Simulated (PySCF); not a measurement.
C₂H₄BN₃, SMILES NB1N=CC=N1. The structure is a stationary point at B3LYP-D3(BJ)/def2-SVP. This is a generated structure with no PubChem entry under its InChIKey; it may be hypothetical. One conformer was computed; it need not be the lowest.

Problem. Give the equilibrium geometry at B3LYP-D3(BJ)/def2-SVP (PySCF confirms it by a frequency run) as Cartesian coordinates in Å, and its point group. (Estimate from the structure and the level; the computed values follow.)

Solution. Several could match; the one computed here: point group C2v.
```xyz
10

N      0.0000     0.0000     2.0609
B      0.0000     0.0000     0.6783
N      0.0000     1.2447    -0.1646
C      0.0000     0.7664    -1.3489
C      0.0000    -0.7664    -1.3489
N      0.0000    -1.2447    -0.1646
H      0.0000    -0.8571     2.6019
H      0.0000     0.8571     2.6019
H      0.0000     1.3803    -2.2647
H      0.0000    -1.3803    -2.2647
```
Charge 0, spin multiplicity 1.
